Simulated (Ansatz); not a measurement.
Saddle point of SiH5SBrO, closed shell (SiH₄SO ([OH][SiH2][SH]) + HBr → SiH₃BrO ([OH][SiH2][Br]) + H₂S; bonds formed: Si1–Br7, S2–H6; bonds broken: Si1–S2, H6–Br7), PBE0-D4/def2-TZVP structure:

Si1  (-0.244, -0.733, -0.316)
S2  (0.622, 0.083, 1.739)
H3  (-1.201, -1.534, 0.505)
H4  (0.772, -1.688, -0.794)
O5  (-1.342, 0.079, -1.206)
H6  (1.295, 1.062, 1.045)
Br7  (1.485, 1.129, -1.210)
H8  (-0.454, 0.848, 2.000)
H9  (-0.933, 0.754, -1.763)
(Å)

Energies are electronic, without zero-point energy. Barriers and step energies count from the start structure reached by relaxing down the imaginary mode; all methods use the PBE0-D4 structures, on which another method's saddle can fall below an end. Program: Ansatz 0.2.0. Basis: def2-TZVPP, with def2-QZVPP for the basis limit. Cores are frozen in the correlated methods. Filled d shells of the heavier atoms are correlated. The def2 sets are not built for correlating such inner shells, so the correlated values are less sure here. B3LYP uses VWN-RPA correlation. Extrapolation: Hartree–Fock as exp(−7.88 √X), correlation as X^−2.97.

| method | barrier (kJ/mol) | step energy (kJ/mol) |
| --- | --- | --- |
| SPW92 | 67.8 | -0.6 |
| PBE-D4 | 79.7 | -11.8 |
| BLYP-D4 | 90.0 | -15.5 |
| r2SCAN-D4 | 86.7 | -18.6 |
| B97M-V | 99.0 | -21.8 |
| PBE0-D4 | 87.3 | -18.6 |
| B3LYP-D4 | 95.6 | -21.0 |
| r2SCAN0-D4 | ? | -23.2 |
| BHLYP-D4 | ? | -29.1 |
| CAM-B3LYP-D4 | ? | -23.9 |
| wB97X-V | 97.1 | -27.2 |
| wB97M-V | 91.8 | -28.1 |
| B2PLYP | 100.1 | -24.9 |
| PBE-QIDH | 93.9 | -24.0 |
| RPA on PBE | 103.9 | -28.7 |
| HF | 125.0 | -48.5 |
| MP2 | 99.4 | -24.3 |
| CCSD | 108.1 | -30.0 |
| CCSD(T) | 103.1 | -25.7 |

Problem. Fill in the withheld barriers. (Judge from chemistry; the value comes from the calculation.)

Solution. Computed: r2SCAN0-D4 91.0; CAM-B3LYP-D4 101.0; BHLYP-D4 102.4 kJ/mol. Each is the energy of the saddle less that of the start structure, by the same method.

For comparison, the barrier by CCSD(T) at an estimated basis limit (MP2 extrapolated from triple and quadruple zeta, plus CCSD(T) − MP2 in triple zeta) is 96.9 kJ/mol.

The T1 diagnostic stays at or below 0.011.

Labels in which every atom is bracketed show which atoms are joined, not bond orders.

For scale, one of the runs: CCSD(T)/def2-TZVPP, 233 basis functions, launched by `ansatz run in.yaml --threads 8 --pin off --events-out ev --progress --plain --max-ram 19148MiB`. Time: 100 s of wall clock on 8 CPU threads of an Arm Neoverse V1; the host was shared. Peak host memory: 4 GiB.
